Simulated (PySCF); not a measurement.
Species: C5H6ClF3O.
Numbering: `[CH3:1][C@@H:2]([CH2:3][C:4]([F:5])([F:6])[F:7])[C:8](=[O:9])[Cl:10]` (hydrogens: H11, H12, H13 on C1; H14 on C2; H15, H16 on C3)

Level: CAM-B3LYP/def2-SVPD in PySCF, non-relativistic, on one gas-phase PBE0-D3(BJ)/def2-SVP geometry that isn't relaxed in the solvent. The solvent is an IEF-PCM continuum (cavity from Bondi-type radii × 1.2), and excitations are vertical TDDFT with non-equilibrium linear response and a frozen core. Specific hydrogen bonds and non-electrostatic terms are outside this model.

Gas-phase singlets (H = HOMO, L = LUMO):

| state | E (eV) | λ (nm) | f | leading configurations |
| --- | --- | --- | --- | --- |
| S1 | 5.175 | 240 | 0.000 | H→L 96% |
| S2 | 6.674 | 186 | 0.000 | H-1→L 93% |
| S3 | 7.036 | 176 | 0.009 | H-2→L 75%, H→L+2 14% |
| S4 | 7.951 | 156 | 0.022 | H-1→L+2 54%, H→L+2 12% |
| S5 | 8.036 | 154 | 0.005 | H-2→L+2 65%, H-2→L+1 10% |

Problem. Give the list for chloroform (ε = 4.711), n² = 2.09.

Solution. 
| state | E (eV) | λ (nm) | f | leading configurations | change by rank (eV) |
| --- | --- | --- | --- | --- | --- |
| S1 | 5.225 | 237 | 0.001 | H→L 96% | +0.050 |
| S2 | 6.705 | 185 | 0.001 | H-1→L 94% | +0.031 |
| S3 | 7.060 | 176 | 0.014 | H-2→L 78% | +0.024 |
| S4 | 7.947 | 156 | 0.053 | H-1→L+1 24%, H-1→L+2 23% | -0.004 |
| S5 | 8.059 | 154 | 0.012 | H-2→L+1 34%, H-2→L+2 29% | +0.023 |

Problem. The ground-state energy changes by -0.187 eV from gas to chloroform. By how much does the total energy of gas-phase S1 change?

Solution. E(S1) = E(S0) + excitation energy, so it changes by -0.187 + 0.050 = -0.137 eV: it is lowered less than the ground state, which is what a blue shift means. This is the vertical state, with the slow part of the continuum still set for S0.

Problem. How do the frontier levels move from gas to chloroform?

Solution. 
| orbital | gas (eV) | solvent (eV) | change (eV) |
| --- | --- | --- | --- |
| LUMO+2 | 1.23 | 1.39 | +0.16 |
| LUMO+1 | 0.99 | 1.18 | +0.19 |
| LUMO | -0.23 | -0.12 | +0.11 |
| HOMO | -10.24 | -10.17 | +0.07 |
| HOMO-1 | -10.88 | -10.81 | +0.07 |
| HOMO-2 | -10.99 | -10.94 | +0.05 |
| HOMO-3 | -12.15 | -11.84 | +0.31 |

The HOMO–LUMO gap goes from 10.01 to 10.05 eV. Rows go by rank; for HOMO-3, LUMO+1 and LUMO+2 the atom shares or the degeneracy differ between the runs, so the row needn't follow one orbital.

Time: 93 s of wall time; peak memory 1.4 GiB. Hardware: Arm Neoverse V1, one thread, on a shared host. This is the whole response run at CAM-B3LYP/def2-SVPD in chloroform, SCF included.

Shape of the structure used: `[CH3:1][C@@H:2]([CH2:3][C:4]([F:5])([F:6])[F:7])[C:8](=[O:9])[Cl:10]`: C1–C2–C3–C4 -160°, C2–C3–C4–F5 -177°, C1–C2–C8–O9 -98°.
